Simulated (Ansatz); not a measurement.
1,2-elimination

Start structure (BH2ClO2, singlet), relaxed at PBE0-D4/def2-TZVP:

```tsv
atom	x (Å)	y (Å)	z (Å)
B1	0.1014	0.2203	-0.0797
O2	-0.0150	-0.8237	0.7789
O3	-0.6717	0.3046	-1.1817
H4	-1.2754	-0.4403	-1.2570
Cl5	1.2744	1.5139	0.2143
H6	0.5863	-0.7749	1.5251
```

The step: BH₂ClO₂ ([OH][B]([OH])[Cl]) → BClO + H₂O (still joined by a long B–O bond); bonds formed: O2–H4; bonds broken: O3–H4; bonds weakened to dative contacts: B1–O2. Program: Ansatz 0.2.0. Basis: def2-TZVPP and def2-QZVPP. Cores are frozen in the correlated methods. Extrapolation: Hartree–Fock as exp(−7.88 √X), correlation as X^−2.97. Energies below are by CCSD(T) at an estimated basis limit (MP2 extrapolated from triple and quadruple zeta, plus CCSD(T) − MP2 in triple zeta).

Q: What are the electronic barrier and the energy of the step, from the start structure to the end structure? (To be estimated.)

A: Computed: Barrier 57.56 kcal/mol; step energy 47.65 kcal/mol (uphill); reverse barrier, their difference, 9.91 kcal/mol. Barrier and step energy count from the start structure, the reverse barrier from the end structure.

The saddle point: One imaginary mode of 1254i cm⁻¹.
```csv
pair,start (Å),saddle (Å),end (Å)
O2–H4,2.42,1.12,0.97
B1–O2,1.36,1.56,1.68
O3–H4,0.96,1.44,2.40
```

Zero-point energy (harmonic, PBE0-D4): ZPE is 22.31 kcal/mol at the start and 19.12 kcal/mol at the saddle, so the barrier goes from 57.56 to 54.38 kcal/mol.

First-order rate constant out of the start structure at 498 K by transition-state theory, with harmonic vibrational free energies alone and no tunnelling: ΔA‡ = 54.54 kcal/mol, so k = (kB T/h) exp(−ΔA‡/kB T) ≈ 10^-11 s⁻¹ (an order of magnitude at best: rotation, the number of equivalent paths and anharmonicity are left out).

No T1 diagnostic of these runs exceeds 0.015.

Labels in which every atom is bracketed show which atoms are joined, not bond orders.

For scale, one of the runs: CCSD(T)/def2-TZVPP, 163 basis functions, launched by `ansatz run in.yaml --threads 2 --pin off --events-out ev --progress --plain --max-ram 4352MiB`. Time: 13 s of wall clock on 2 CPU threads of an Intel Xeon 6975P-C; the host was shared. Peak host memory: 1.4 GiB.
